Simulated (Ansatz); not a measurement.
C₆H₁₆BN (`BN(CC)C(C)(C)C`) at its PBE0-D4/def2-TZVP geometry, where that method's forces vanish. Total charge 0; spin multiplicity 1.

```xyz
24

B    -0.7712    1.4925    1.2359
N    -0.0488    0.6775    0.3759
C     0.8252    1.3252   -0.6075
C     0.0724    1.9100   -1.7886
C    -0.0446   -0.8010    0.3742
C     1.3196   -1.3058    0.8504
C    -0.3334   -1.3350   -1.0298
C    -1.1083   -1.3517    1.3126
H    -0.6184    2.6779    1.1318
H    -1.5190    1.0565    2.0553
H     1.3777    2.1210   -0.1037
H     1.5719    0.6119   -0.9607
H     0.7662    2.3949   -2.4807
H    -0.6450    2.6582   -1.4456
H    -0.4758    1.1423   -2.3371
H     2.1324   -0.9787    0.1993
H     1.3320   -2.3981    0.8674
H     1.5240   -0.9429    1.8598
H    -1.3146   -1.0010   -1.3740
H    -0.3310   -2.4269   -1.0145
H     0.4146   -1.0171   -1.7581
H    -1.0972   -2.4420    1.2533
H    -0.9238   -1.0656    2.3483
H    -2.1045   -1.0021    1.0359
```

Question: What forces (eV/Å) does B3LYP-D4/def2-TZVPP give on these atoms in the Gaussian-basis code of Ansatz? (An estimate is asked.)

Answer: The calculation gave: 
```
B1  -0.110  0.132  0.140
N2  -0.118  0.137  0.143
C3   0.350  0.063 -0.041
C4  -0.114  0.095 -0.181
C5  -0.013 -0.096  0.010
C6   0.236 -0.089  0.081
C7  -0.045 -0.105 -0.244
C8  -0.182 -0.120  0.161
H9  -0.032 -0.129  0.032
H10  0.094  0.085 -0.100
H11 -0.022 -0.052 -0.044
H12 -0.053  0.087  0.022
H13 -0.037 -0.019  0.023
H14  0.038 -0.038 -0.038
H15  0.029  0.057  0.023
H16 -0.043 -0.029  0.054
H17  0.018  0.059  0.007
H18  0.003 -0.026 -0.056
H19  0.062 -0.025  0.006
H20 -0.006  0.061 -0.019
H21 -0.067 -0.037  0.040
H22 -0.018  0.061  0.018
H23 -0.027 -0.033 -0.066
H24  0.057 -0.038  0.030
```

B3LYP here is the variant with VWN-RPA as its local correlation; programs differ in this.
